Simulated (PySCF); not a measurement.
How methods differ on the excitation energy of Bi

Bi [Xe] 4f14 5d10 6s2 6p3 (4S) → Bi [Xe] 4f14 5d10 6s2 6p2 7s1 (4P), as a difference of total energies. All numbers are calculated (PySCF 2.14, scalar relativity by spin-free X2C-1e, in aug-cc-pwCVTZ-DK3). The calculations carry no spin-orbit coupling.

```csv
method,excitation energy (cm⁻¹)
UHF,42288
M06-L,42303
BLYP,40582
```

Spin-orbit coupling is strong in these open shells (close to jj coupling). The scalar numbers leave it out and a first-order estimate fails, so it can dominate the gap to the real levels.

The promoted electron is Rydberg-like, and one or two diffuse shells describe it only roughly, which tends to raise the upper state.
